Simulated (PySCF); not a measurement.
# One molecule, several mistakes: BH5OSi2

These are calculations, not measurements. They come from PySCF 2.14.0, an open-source quantum chemistry program, on an isolated molecule that a program drew, which may never have been made. The molecule is BH5OSi2 (charge 0, singlet), drawn as the SMILES string `BO[SiH2][SiH]`.

Each row is a Hartree-Fock (HF) and frozen-core CCSD(T) single point in the cc-pV(D+d)Z basis, meant for a local HF minimum. Run 1 is clean. Each other run has one planted mistake out of seven kinds, and not every kind appears here: one electron removed, one electron added, multiplicity raised by two, geometry at a saddle point, minimal basis STO-3G, one bond length entered in bohr, all coordinates scaled. The reference is restricted for singlets and unrestricted otherwise, and also for a bond in bohr. Adding or removing an electron swaps singlet and doublet. Electrons count all cores. HOMO and LUMO are orbital energies over both spins, the gradient is its largest component, and the lowest frequency (negative if imaginary) is given only where the gradient is small. Bond lengths are over the 8 bonds as drawn. T1 is the CCSD diagnostic: over 0.02 (restricted) or 0.045 (unrestricted) a single reference is doubtful.

Geometry of the clean run:
```xyz
9
BH5OSi2, angstrom
B     0.6867   -2.1046   -3.2261
O     0.5633   -1.1295   -2.3060
Si    1.6130   -0.1745   -1.4203
Si    1.3025   -0.4808    0.9403
H     1.7786   -2.4810   -3.5756
H    -0.3121   -2.5907   -3.6849
H     1.3370    1.2312   -1.8012
H     3.0079   -0.5097   -1.8070
H     2.3505    0.5833    1.2113
```

```
run,electrons,basis functions,<S^2>,HOMO (eV),LUMO (eV),gradient (hartree/bohr),lowest frequency (cm^-1),mean bond (Å),longest bond (Å),T1,HF (hartree),CCSD(T) (hartree),mistake
1,46,99,0.000,-8.83,-0.13,2.4e-05,41,1.5393,2.401,0.0159,-680.33934,-680.85479,no fault
2,46,99,0.000,-8.91,-0.24,3.0e-02,-,1.6316,2.545,0.0176,-680.31400,-680.83800,all coordinates scaled
3,45,99,0.773,-15.60,-6.93,6.8e-02,-,1.5393,2.401,0.0206,-680.05089,-680.53523,one electron removed
4,46,99,1.146,-8.42,-0.16,5.4e-03,-,1.7081,2.868,0.0636,-680.25473,-680.75272,one bond length entered in bohr
5,46,99,2.011,-8.47,-0.21,2.4e-02,-,1.5393,2.401,0.0190,-680.32722,-680.82256,?
```

**Which mistake was planted in run 5, and what did it cost?**

Electrons, basis and geometry are unchanged, and <S^2> is 2.011, beside S(S+1) = 2.00 for a multiplicity of 3. So the mistake is: multiplicity raised by two. Subtracting run 1 and multiplying by 627.51 kcal/mol a hartree, the energy moved by 7.6 kcal/mol in HF and 20.2 kcal/mol in CCSD(T).

Cautions from the logs. Run 4: T1 is over the limit, so its CCSD(T) energy is less reliable.
